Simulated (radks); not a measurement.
The numbers below are computed, except where a source is named.
Task: Radial electron density D(r) = 4 pi r^2 rho(r) of an atom or ion with 48 electrons. Level of theory: Dirac Kohn-Sham, LDA (Slater exchange, Perdew-Wang correlation), spin-unpolarised, spherical densities, point nucleus (a radial shooting solver on a logarithmic mesh with Libxc functionals).

```
   r/bohr * D(r) (the largest magnitude, 84.3, reaches the edge; | marks zero)
0.0009837 |*
 0.001127 |*
 0.001302 | *
 0.001491 | *
 0.001722 |  *
 0.001973 |   *
 0.002261 |   *
 0.002611 |     *
 0.002991 |      *
 0.003454 |        *
 0.003957 |          *
  0.00457 |            *
 0.005236 |               *
 0.005999 |                  *
 0.006928 |                     *
 0.007938 |                         *
 0.009167 |                            *
   0.0105 |                                *
  0.01203 |                                    *
   0.0139 |                                       *
  0.01592 |                                         *
  0.01839 |                                          *
  0.02106 |                                          *
  0.02413 |                                          *
  0.02787 |                                        *
  0.03193 |                                      *
  0.03688 |                                     *
  0.04225 |                                     *
  0.04879 |                                       *
   0.0559 |                                           *
  0.06405 |                                               *
  0.07397 |                                                    *
  0.08474 |                                                      *
  0.09787 |                                                     *
   0.1121 |                                                 *
   0.1285 |                                            *
   0.1484 |                                       *
     0.17 |                                      *
   0.1963 |                                        *
   0.2249 |                                           *
   0.2597 |                                             *
   0.2976 |                                          *
   0.3409 |                                  *
   0.3937 |                         *
   0.4511 |                 *
   0.5209 |             *
   0.5968 |              *
   0.6838 |               *
   0.7897 |               *
   0.9047 |             *
    1.045 |          *
    1.197 |       *
    1.371 |    *
    1.584 |  *
    1.815 | *
    2.096 |*
    2.401 |*
    2.773 *
    3.177 *
     3.64 *
    4.203 *
    4.816 *
    5.561 *
```

What is the nuclear charge?

Result: Z = 51. The innermost maximum, from 1s, lies near gamma/Z bohr with gamma = sqrt(1 - (Z/c)^2) = 0.928, here 0.0182 bohr (found: 0.0201), and its height grows with Z. The density is that of the antimony ion Sb3+ in [Kr] 4d10 5s2; the configuration itself is not fixed sharply by these data, and Z only to a few units. D(r) has 4 maxima, at r = 0.0201, 0.0882, 0.256, 0.747 bohr, and minima at 0.0393, 0.169, 0.551 bohr, inside which lie 2.03, 11.22, 29.03 electrons.
